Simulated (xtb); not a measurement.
HP$_{2}$, charge +1, singlet, from a rough starting geometry; xtb with GFN2-xTB.

The xtb input:
```
$ xtb mol.xyz --gfn 2 --chrg 1 --opt vtight --json

# file mol.xyz
3

P      1.69765383     0.19368041     0.06674569
P     -0.14289125    -0.02351624     0.03715560
H     -1.59209859    -0.14938741    -0.00190020
```

It wrote (shortened):

```
   ID    Z sym.   atoms
    1   15 P      1, 2
    2    1 H      3

           -------------------------------------------------
          |                Calculation Setup                |
           -------------------------------------------------

           -------------------------------------------------
          |                 G F N 2 - x T B                 |
           -------------------------------------------------

          ...................................................
          :                      SETUP                      :
          :.................................................:
          :  # basis functions                  21          :
          :  # atomic orbitals                  19          :
          :  # shells                            7          :
          :  # electrons                        10          :
          :  max. iterations                   250          :
          :  Hamiltonian                  GFN2-xTB          :
          :  restarted?                      false          :
          :  GBSA solvation                  false          :
          :  PC potential                    false          :
          :  electronic temp.          300.0000000     K    :
          :  accuracy                    1.0000000          :
          :  -> integral cutoff          0.2500000E+02      :
          :  -> integral neglect         0.1000000E-07      :
          :  -> SCF convergence          0.1000000E-05 Eh   :
          :  -> wf. convergence          0.1000000E-03 e    :
          :  Broyden damping             0.4000000          :
          :  net charge                          1          :
          :  unpaired electrons                  0          :
          ...................................................

 iter      E             dE          RMSdq      gap      omega  full diag
   1     -5.0529323 -0.505293E+01  0.227E+01    2.96       0.0  T
   2     -5.0591818 -0.624954E-02  0.177E+01    2.84       1.0  T
   3     -5.0286622  0.305197E-01  0.897E+00    2.97       1.0  T
   4     -5.0969016 -0.682395E-01  0.605E+00    2.87       1.0  T
   5     -5.1038463 -0.694470E-02  0.307E+00    2.85       1.0  T
   6     -5.1027746  0.107173E-02  0.335E+00    2.84       1.0  T
   7     -5.1058949 -0.312034E-02  0.259E-01    2.83       1.0  T
   8     -5.1059083 -0.133981E-04  0.515E-02    2.82       1.1  T
   9     -5.1059081  0.248116E-06  0.307E-02    2.82       1.9  T
  10     -5.1059084 -0.324850E-06  0.384E-03    2.82      15.0  T
  11     -5.1059084 -0.174782E-07  0.231E-03    2.82      25.0  T
  12     -5.1059084 -0.620246E-08  0.591E-04    2.82      97.6  T
  13     -5.1059084 -0.150948E-09  0.128E-04    2.82     449.8  T

   *** convergence criteria satisfied after 13 iterations ***

         :::::::::::::::::::::::::::::::::::::::::::::::::::::
         ::                     SUMMARY                     ::
         :::::::::::::::::::::::::::::::::::::::::::::::::::::
         :: total energy              -5.038843213256 Eh    ::
         :: gradient norm              0.096237360383 Eh/a0 ::
         :: HOMO-LUMO gap              2.820550330067 eV    ::
         ::.................................................::
         :: SCC energy                -5.105908457423 Eh    ::
         :: -> isotropic ES            0.119225175034 Eh    ::
         :: -> anisotropic ES         -0.079829536475 Eh    ::
         :: -> anisotropic XC          0.017543288493 Eh    ::
         :: -> dispersion             -0.001197886307 Eh    ::
         :: repulsion energy           0.067065244167 Eh    ::
         :: add. restraining           0.000000000000 Eh    ::
         :: total charge               1.000000000000 e     ::
         :::::::::::::::::::::::::::::::::::::::::::::::::::::

      -----------------------------------------------------------
     |                   =====================                   |
[...]
 * total energy  :    -5.0388432 Eh     change       -0.1270273E-10 Eh
 * total energy  :    -5.0411528 Eh     change       -0.2309609E-02 Eh
 * total energy  :    -5.0425432 Eh     change       -0.1390410E-02 Eh
 * total energy  :    -5.0426322 Eh     change       -0.8899672E-04 Eh
 * total energy  :    -5.0426335 Eh     change       -0.1244470E-05 Eh
 * total energy  :    -5.0426340 Eh     change       -0.4835071E-06 Eh
 * total energy  :    -5.0426340 Eh     change       -0.1101910E-09 Eh
   *** GEOMETRY OPTIMIZATION CONVERGED AFTER 7 ITERATIONS ***
         :: total energy              -5.042633956877 Eh    ::
[...]
         :: repulsion energy           0.054420889172 Eh    ::
         :: add. restraining           0.000000000000 Eh    ::
         :: total charge               1.000000000000 e     ::
         :::::::::::::::::::::::::::::::::::::::::::::::::::::

           -------------------------------------------------
          |                Property Printout                |
           -------------------------------------------------

    * Orbital Energies and Occupations

         #    Occupation            Energy/Eh            Energy/eV
      -------------------------------------------------------------
         1        2.0000           -0.8878465             -24.1595
         2        2.0000           -0.8061857             -21.9374
         3        2.0000           -0.6736338             -18.3305
         4        2.0000           -0.5947488             -16.1839
         5        2.0000           -0.5947488             -16.1839 (HOMO)
         6                         -0.4996645             -13.5966 (LUMO)
         7                         -0.4996645             -13.5966
         8                         -0.4359559             -11.8630
         9                         -0.1896231              -5.1599
        10                         -0.1896231              -5.1599
        11                         -0.1528223              -4.1585
        12                         -0.1528223              -4.1585
        13                         -0.1433179              -3.8999
        14                         -0.1147311              -3.1220
        15                         -0.1147311              -3.1220
        16                          0.0762438               2.0747
       ...                                ...                  ...
        19                          1.9662164              53.5035
      -------------------------------------------------------------
                  HL-Gap            0.0950842 Eh            2.5874 eV
             Fermi-level           -0.5472067 Eh          -14.8903 eV

     #   Z          covCN         q      C6AA      α(0)
     1  15 P        0.981     0.726   153.875    23.055
     2  15 P        1.958    -0.056   182.154    25.496
     3   1 H        0.977     0.329     0.626     1.237

 Mol. C6AA /au·bohr⁶  :        711.954049
 Mol. C8AA /au·bohr⁸  :      38219.858635
 Mol. α(0) /au        :         49.787546

Wiberg/Mayer (AO) data.
largest (>0.10) Wiberg bond orders for each atom

 ---------------------------------------------------------------------------
     #   Z sym  total        # sym  WBO       # sym  WBO       # sym  WBO
 ---------------------------------------------------------------------------
     1  15 P    3.090 --     2 P    2.959     3 H    0.131
     2  15 P    3.720 --     1 P    2.959     3 H    0.761
     3   1 H    0.892 --     2 P    0.761     1 P    0.131
 ---------------------------------------------------------------------------

Topologies differ in total number of bonds
Writing topology from bond orders to xtbtopo.mol

molecular dipole:
                 x           y           z       tot (Debye)
 q only:        1.391       0.162       0.093
   full:        0.373       0.055       0.072       0.976
molecular quadrupole (traceless):
                xx          xy          yy          xz          yz          zz
 q only:       10.369       1.677      -5.104       0.457       0.050      -5.265
  q+dip:       10.316       1.645      -5.078       0.357       0.039      -5.238
   full:        6.690       1.070      -3.294       0.244       0.027      -3.396

optimized geometry written to: xtbopt.xyz

           -------------------------------------------------
          | TOTAL ENERGY               -5.042633956877 Eh   |
          | GRADIENT NORM               0.000005316791 Eh/α |
          | HOMO-LUMO GAP               2.587373657533 eV   |
           -------------------------------------------------

normal termination of xtb
```
